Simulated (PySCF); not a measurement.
Two-component Hartree-Fock for O³⁺ (oxygen, charge +3)

Start: [He] 2s2 2p1; 2p3/2 filled at m_j = +3/2. Calculated with PySCF 2.14 in an even-tempered Gaussian basis (18 s from 0.21 bohr⁻², ratio 2.4; 11 p from 0.27 bohr⁻², ratio 2.4; 5 d from 1.4 bohr⁻², ratio 2.6; 5 f from 2.1 bohr⁻², ratio 2.6): generalised Hartree-Fock with the X2C-1e Hamiltonian and a Gaussian nucleus; one run each with spin-orbit coupling (SO) screened by Boettger's factors, then bare. This is a chosen level, not necessarily the ground level.

| spinor shell | electrons | ε, screened SO (eV) | ε, bare SO (eV) | weight of nominal j (bare SO) | rms radius, bare SO (bohr) |
| --- | --- | --- | --- | --- | --- |
| 1s1/2 | 2 | -635.67 | -635.67 | 1.000 | 0.229 |
| 2s1/2 | 2 | -88.375 | -88.376 | 1.000 | 1.07 |
| 2p3/2 | 1 | -77.896 | -77.890 | 1.000 | 1.00 |

| quantity | screened SO | bare SO |
| --- | --- | --- |
| E (hartree) | -71.14884 | -71.14862 |
| M_J | 3/2 | 3/2 |
| ⟨J²⟩ | 3.753 | 3.753 |
| ⟨L²⟩ | 2.002 | 2.002 |
| ⟨S²⟩ | 0.751 | 0.751 |

Each row is a mean over spinors that exchange with the open shell spreads, by up to 5.467 eV (2s1/2).
